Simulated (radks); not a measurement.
F3+, 6 electrons, occupied as [He] 2s2 2p2 (the NIST ground configuration). Calculated with a radial shooting solver on a logarithmic mesh with Libxc functionals: scalar-relativistic Kohn-Sham, LDA (Slater exchange, Perdew-Wang correlation), spin-polarised, spherical densities, point nucleus; open shells are filled with parallel spins first.

Radial electron density D(r) = 4 pi r^2 rho(r):

```
   r/bohr * D(r) (the largest magnitude, 9.73, reaches the edge; | marks zero)
  0.01374 |    *
  0.01513 |     *
  0.01679 |      *
  0.01848 |       *
   0.0205 |        *
  0.02275 |          *
  0.02504 |            *
  0.02779 |              *
  0.03059 |                *
  0.03394 |                   *
  0.03736 |                      *
  0.04146 |                         *
  0.04563 |                             *
  0.05063 |                                *
  0.05574 |                                    *
  0.06185 |                                        *
  0.06808 |                                           *
  0.07554 |                                               *
  0.08382 |                                                  *
  0.09226 |                                                    *
   0.1024 |                                                     *
   0.1127 |                                                      *
    0.125 |                                                      *
   0.1376 |                                                    *
   0.1527 |                                                 *
   0.1681 |                                              *
   0.1865 |                                          *
   0.2053 |                                     *
   0.2278 |                                *
   0.2528 |                           *
   0.2783 |                       *
   0.3088 |                    *
   0.3399 |                   *
   0.3771 |                  *
   0.4151 |                   *
   0.4606 |                     *
   0.5071 |                      *
   0.5626 |                        *
   0.6193 |                         *
   0.6872 |                          *
   0.7564 |                         *
   0.8394 |                       *
   0.9314 |                    *
    1.025 |                 *
    1.138 |             *
    1.252 |         *
    1.389 |      *
    1.529 |   *
    1.697 |  *
    1.868 |*
    2.073 |*
    2.282 *
    2.532 *
    2.787 *
    3.092 *
```

D(r) has 2 maxima, at r = 0.115, 0.671 bohr, and minima at 0.371 bohr, inside which lie 2.18 electrons.
